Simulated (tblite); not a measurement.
C3H9AsB (doublet state).
SMILES with atom numbers: `[BH2:1][AsH:2][CH2:3][CH2:4][CH2:5]` (hydrogens: H6, H7 on B1; H8 on As2; H9, H10 on C3; H11, H12 on C4; H13, H14 on C5)

Computed with GFN2-xTB (tblite), gas phase: L-BFGS steps from a force-field or distance-geometry start until the largest atomic force falls under 0.01 eV/Å.

Step 19: E = -393.6926 eV
```
atom  x, y, z in Å  |  force x, y, z in eV/Å
B1      3.1826    0.3370   -0.0878   -0.091  -0.126   0.054
As2     1.5312   -0.4562   -0.4182   -0.147   0.209  -0.292
C3     -0.1969   -0.1141    0.5054    0.303  -0.074  -0.022
C4     -1.3320    0.0176   -0.5178    0.041  -0.031   0.059
C5     -2.6233    0.2253    0.1429   -0.045   0.045  -0.006
H6      4.1271    0.0007   -0.7049   -0.117   0.002   0.119
H7      3.1780    1.3124    0.5739    0.011  -0.095  -0.080
H8      1.3123   -1.7648   -1.1290    0.096   0.145   0.257
H9     -0.4448   -0.8989    1.2260    0.083  -0.020  -0.021
H10    -0.0829    0.8244    1.0597    0.017  -0.066  -0.024
H11    -1.3596   -0.9154   -1.1048    0.076  -0.037  -0.073
H12    -1.1161    0.8366   -1.2121   -0.001  -0.043  -0.028
H13    -3.3021    0.9587   -0.2425   -0.134  -0.033   0.155
H14    -2.8742   -0.3640    1.0072   -0.091   0.125  -0.098
```

Step 20: E = -393.7084 eV
```
atom  x, y, z in Å  |  force x, y, z in eV/Å
B1      3.1927    0.3258   -0.0699   -0.300  -0.268   0.035
As2     1.5191   -0.4203   -0.4514   -0.216   0.091  -0.400
C3     -0.2098   -0.1167    0.5054    0.537  -0.082   0.014
C4     -1.3308    0.0149   -0.5291   -0.011  -0.012   0.199
C5     -2.6164    0.2234    0.1370   -0.162   0.084   0.023
H6      4.1093    0.0202   -0.7341    0.013  -0.037   0.120
H7      3.1851    1.2929    0.5909    0.065   0.068  -0.003
H8      1.3272   -1.7816   -1.0919    0.126   0.247   0.308
H9     -0.4609   -0.8978    1.2304    0.139  -0.014  -0.083
H10    -0.0905    0.8236    1.0569   -0.041  -0.071  -0.034
H11    -1.3687   -0.9201   -1.1075    0.135  -0.054  -0.141
H12    -1.1052    0.8364   -1.2145   -0.023  -0.046  -0.098
H13    -3.2981    0.9627   -0.2297   -0.139  -0.009   0.129
H14    -2.8536   -0.3641    1.0054   -0.121   0.104  -0.068
```

Step 21: E = -393.7306 eV
```
atom  x, y, z in Å  |  force x, y, z in eV/Å
B1      3.2010    0.3099   -0.0506   -0.543  -0.369   0.003
As2     1.5029   -0.3760   -0.4969   -0.255  -0.117  -0.466
C3     -0.2166   -0.1212    0.5039    0.644  -0.055   0.026
C4     -1.3285    0.0106   -0.5398   -0.083   0.017   0.314
C5     -2.6103    0.2218    0.1290   -0.272   0.120   0.059
H6      4.0863    0.0401   -0.7599    0.196  -0.089   0.088
H7      3.1924    1.2690    0.6071    0.135   0.254   0.117
H8      1.3458   -1.7935   -1.0429    0.150   0.344   0.311
H9     -0.4725   -0.8979    1.2337    0.213  -0.016  -0.151
H10    -0.0959    0.8204    1.0531   -0.091  -0.051  -0.027
H11    -1.3745   -0.9258   -1.1129    0.180  -0.050  -0.177
H12    -1.0945    0.8345   -1.2172   -0.040  -0.045  -0.159
H13    -3.2993    0.9666   -0.2102   -0.101   0.027   0.057
H14    -2.8370   -0.3592    1.0017   -0.135   0.031   0.007
```

Step 22: E = -393.7662 eV
```
atom  x, y, z in Å  |  force x, y, z in eV/Å
B1      3.2003    0.2944   -0.0406   -0.770  -0.337   0.076
As2     1.4876   -0.3405   -0.5412   -0.238  -0.246  -0.466
C3     -0.2085   -0.1264    0.4994    0.494   0.001   0.022
C4     -1.3257    0.0054   -0.5440   -0.161   0.058   0.343
C5     -2.6093    0.2216    0.1208   -0.307   0.122   0.087
H6      4.0665    0.0491   -0.7640    0.454  -0.171  -0.057
H7      3.1959    1.2492    0.6134    0.182   0.382   0.231
H8      1.3610   -1.7876   -0.9964    0.154   0.296   0.232
H9     -0.4655   -0.9014    1.2320    0.271  -0.026  -0.199
H10    -0.0928    0.8140    1.0493   -0.111   0.000  -0.002
H11    -1.3690   -0.9305   -1.1210    0.163  -0.013  -0.135
H12    -1.0906    0.8304   -1.2191   -0.035  -0.034  -0.182
H13    -3.3110    0.9680   -0.1879   -0.001   0.074  -0.079
H14    -2.8395   -0.3463    0.9972   -0.093  -0.107   0.129
```

Question: Estimate the geometry and energy of step 23. (The exact step hangs on the optimiser's Hessian estimate; all steps are aligned on step 22, rigid shifts and turns removed.)

Answer: E = -393.8194 eV, largest force 0.583 eV/Å
```
atom  x, y, z in Å  |  force x, y, z in eV/Å
B1      3.1835    0.2731   -0.0304   -0.569  -0.126   0.009
As2     1.4667   -0.3096   -0.5960   -0.160  -0.264  -0.443
C3     -0.1852   -0.1325    0.4911    0.003   0.126  -0.003
C4     -1.3241   -0.0006   -0.5430   -0.202   0.088   0.220
C5     -2.6138    0.2226    0.1137   -0.243   0.044   0.147
H6      4.0524    0.0570   -0.7675    0.402  -0.205   0.025
H7      3.2037    1.2298    0.6252    0.176   0.312   0.251
H8      1.3788   -1.7725   -0.9361    0.145   0.104   0.098
H9     -0.4449   -0.9072    1.2234    0.340  -0.057  -0.217
H10    -0.0907    0.8067    1.0440   -0.061   0.051   0.034
H11    -1.3522   -0.9340   -1.1362    0.074   0.089   0.023
H12    -1.0939    0.8236   -1.2248   -0.026  -0.036  -0.119
H13    -3.3282    0.9713   -0.1616    0.137   0.116  -0.246
H14    -2.8528   -0.3283    0.9962   -0.015  -0.242   0.221
```

The energy changes by -0.0532 eV. The first-order estimate −F·Δx gives -0.0769 eV and the mean of the old and new forces, exact on a quadratic surface, -0.0529 eV. The step makes an angle of 65° with the force vector and moves no atom by more than 0.066 Å.

The cost below is that of the whole relaxation. Hardware: an Arm Neoverse V2 with one thread, no GPU, shared host. Cost: 0.45 s wall.
